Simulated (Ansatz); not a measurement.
`C=[CH][GeH2][Cl]` + `O[SiH3]` → `[SiH3][O][GeH2][Cl]` + `C=C`  (ligand exchange at a Ge–C bond)

Program: Ansatz. Geometries: PBE0-D4/def2-TZVP. ΔE: electronic, gas phase. CBS: MP2 limit from def2 TZ/QZ plus the TZ coupled-cluster correction, frozen cores. This one scheme is used for every species. DFT in def2-TZVPP. HSE06 is defined as in plane-wave codes. For Ge outer-core shells are correlated without core-valence functions, which leaves a few kJ/mol of doubt a bond. Scalar relativity is left out up to krypton. One conformer a species, not always the lowest.

(1) Is it downhill or uphill in electronic energy at CCSD(T)/CBS, and by how much? (An estimate is asked.)

(2) What do these levels give: PBE-D4, HSE06-D4, ωB97M-V, PBE0, MP2/def2-SVP, MP2/CBS(def2)? (Best estimate.)

Largest T1 diagnostic among the species: 0.011.

Answers

(1) Computed: Downhill: ΔE = -52.9 kJ/mol.

(2) The calculation gave: PBE-D4 -46.9, HSE06-D4 -49.1, ωB97M-V -54.4, PBE0 -48.6, MP2/def2-SVP -64.6, MP2/CBS(def2) -51.0 kJ/mol.

In def2-TZVPP, CCSD(T) changes the Hartree–Fock value by +17.2 kJ/mol (the triples alone add +1.7 kJ/mol) and MP2 by +19.0 kJ/mol. From BLYP to BHLYP (50 % exact exchange), in def2-TZVPP and without D4, ΔE moves by −5.6 kJ/mol.
